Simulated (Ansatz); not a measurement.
Reaction (substitution at a C–C bond): `C[C@H]1B[Si@@H]1F` + `C[O][Ge][OH]` → `C[O][Ge][O]C` + `F[SiH]1BC1`

Calculated with Ansatz (gas phase, PBE0-D4/def2-TZVP geometries, no zero-point term in ΔE). CCSD(T)/CBS adds triple-zeta CCSD(T) − MP2 to the extrapolated MP2 energy (def2 sets, frozen cores). DFT in def2-TZVPP. B3LYP here is the variant with VWN-RPA as its local correlation; programs differ in this. For Ge outer-core shells are correlated without core-valence functions, which leaves a few kJ/mol of doubt a bond. Scalar relativity is left out up to krypton. Each species was taken in one conformer, which may not be the lowest.

```json
{"level": "PBE-D4", "ΔE (kJ/mol)": "52.1", "difference from CCSD(T)/CBS": "6.0"}
{"level": "r2SCAN-D4", "ΔE (kJ/mol)": "44.7", "difference from CCSD(T)/CBS": "-1.4"}
{"level": "PBE0-D4", "ΔE (kJ/mol)": "45.4", "difference from CCSD(T)/CBS": "-0.7"}
{"level": "B3LYP-D4", "ΔE (kJ/mol)": "47.0", "difference from CCSD(T)/CBS": "0.9"}
{"level": "ωB97X-V", "ΔE (kJ/mol)": "33.6", "difference from CCSD(T)/CBS": "-12.5"}
{"level": "ωB97M-V", "ΔE (kJ/mol)": "41.3", "difference from CCSD(T)/CBS": "-4.8"}
{"level": "B2PLYP", "ΔE (kJ/mol)": "44.5", "difference from CCSD(T)/CBS": "-1.6"}
{"level": "PBE", "ΔE (kJ/mol)": "49.4", "difference from CCSD(T)/CBS": "3.3"}
{"level": "r2SCAN", "ΔE (kJ/mol)": "44.2", "difference from CCSD(T)/CBS": "-1.9"}
{"level": "PBE0", "ΔE (kJ/mol)": "43.1", "difference from CCSD(T)/CBS": "-3.0"}
{"level": "B3LYP", "ΔE (kJ/mol)": "42.6", "difference from CCSD(T)/CBS": "-3.5"}
{"level": "HF/def2-TZVPP", "ΔE (kJ/mol)": "22.2", "difference from CCSD(T)/CBS": "-23.9"}
{"level": "MP2/def2-TZVPP", "ΔE (kJ/mol)": "50.0", "difference from CCSD(T)/CBS": "3.9"}
{"level": "SCS-MP2/def2-TZVPP", "ΔE (kJ/mol)": "44.7", "difference from CCSD(T)/CBS": "-1.4"}
{"level": "CCSD/def2-TZVPP", "ΔE (kJ/mol)": "41.4", "difference from CCSD(T)/CBS": "-4.7"}
{"level": "CCSD(T)/def2-TZVPP", "ΔE (kJ/mol)": "46.0", "difference from CCSD(T)/CBS": "-0.1"}
{"level": "HF/def2-QZVPP", "ΔE (kJ/mol)": "21.6", "difference from CCSD(T)/CBS": "-24.5"}
{"level": "MP2/def2-QZVPP", "ΔE (kJ/mol)": "49.9", "difference from CCSD(T)/CBS": "3.8"}
{"level": "SCS-MP2/def2-QZVPP", "ΔE (kJ/mol)": "44.7", "difference from CCSD(T)/CBS": "-1.4"}
{"level": "HF/CBS(def2)", "ΔE (kJ/mol)": "21.6", "difference from CCSD(T)/CBS": "-24.5"}
{"level": "MP2/CBS(def2)", "ΔE (kJ/mol)": "50.1", "difference from CCSD(T)/CBS": "4.0"}
{"level": "CCSD/CBS(def2)", "ΔE (kJ/mol)": "41.5", "difference from CCSD(T)/CBS": "-4.6"}
{"level": "CCSD(T)/CBS", "ΔE (kJ/mol)": "46.1", "difference from CCSD(T)/CBS": "0"}
```

Largest T1 diagnostic among the species: 0.015.

The D4 term adds +4.4 kJ/mol with B3LYP and +2.3 kJ/mol with PBE0; it sums over pairs of atoms, weighted by their polarisabilities, and B3LYP, whose exchange is more repulsive, gets the larger term. From PBE to PBE0 (25 % exact exchange), in def2-TZVPP and without D4, ΔE moves by −6.3 kJ/mol.
